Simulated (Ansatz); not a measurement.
Coupled-cluster diagnostics for Ga(PH3)H3 (GaPH6), Ansatz.

Geometry of the singlet (PBE0-D4/def2-TZVP):

```xyz
8

Ga   -0.8375   -1.0515    0.5438
P     0.6165    0.7813   -0.4001
H     0.0352    1.7810   -1.2070
H     1.6837    0.4300   -1.2522
H     1.3296    1.6211    0.4800
H    -1.3979   -1.5658   -0.8374
H    -1.7551   -0.1341    1.4386
H     0.3254   -1.8621    1.2344
```

Correlated methods freeze 14 core orbitals; core or outer-core shells of Ga are correlated, in sets that lack core-valence functions.

Q: Estimate the CCSD(T) correlation energy, the shares of MP2 and (T), T1 and the reference's ⟨S²⟩ for: charge 0, singlet, own geometry in def2-TZVPP; charge 1, doublet, vertical in def2-TZVPP; and the rough time on 4 threads of Arm Neoverse V2 on a shared host.

A: 
```csv
state,basis,correlation (eV),MP2 share (%),(T) share (%),T1,⟨S²⟩ (pure),wall time
"charge 0, singlet, own geometry",def2-TZVPP,-13.052,88.6,3.4,0.014,0.00 (0.00),15 s
"charge 1, doublet, vertical",def2-TZVPP,-12.262,87.9,3.7,0.031,0.77 (0.75),72 s
```
Customary marks for T1 are 0.02 (closed shells), 0.045 (open shells) and about 0.05 (3d metals). T1 exceeds 0.02 in 1 of 2 rows and 0.045 in 0; the higher it lies, the less the single-reference result can be trusted.
